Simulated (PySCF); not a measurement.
How methods differ on the ionisation energy of C⁺

C⁺ [He] 2s2 2p1 (2P) → C²⁺ [He] 2s2 (1S), as a difference of total energies. Computed with PySCF 2.14 in x2c-QZVPPall with one added diffuse shell each of s, p, d, f type (8s5p4d3f1g, 73 functions), with the spin-free X2C one-electron Hamiltonian (Gaussian nucleus). Correlated levels: valence and next inner shell: nothing frozen. The calculations carry no spin-orbit coupling.

| method | ionisation energy (eV) |
| --- | --- |
| UHF | 24.169 |
| MP2 (valence and next inner shell) | 24.448 |
| SCS-MP2 (valence and next inner shell) | 24.402 |
| CCSD (valence and next inner shell) | 24.289 |
| CCSD(T) (valence and next inner shell) | 24.319 |

A first-order spin-orbit estimate (lowest level to lowest level, LS coupling) adds 0.005 eV.

Errors of the correlated levels include the incompleteness of this basis.

The coupled-cluster amplitudes are large for C²⁺ (T1 above 0.03 or a double amplitude above 0.15), so a single reference is strained.

Q: Which method comes closest to the reference value, and which is furthest?

A: The reference is 24.383 eV (measured; NIST Atomic Spectra Database, ionization energies). Closest: SCS-MP2 (valence and next inner shell) (error 0.025 eV); furthest: UHF (error -0.208 eV), both after the spin-orbit estimate.
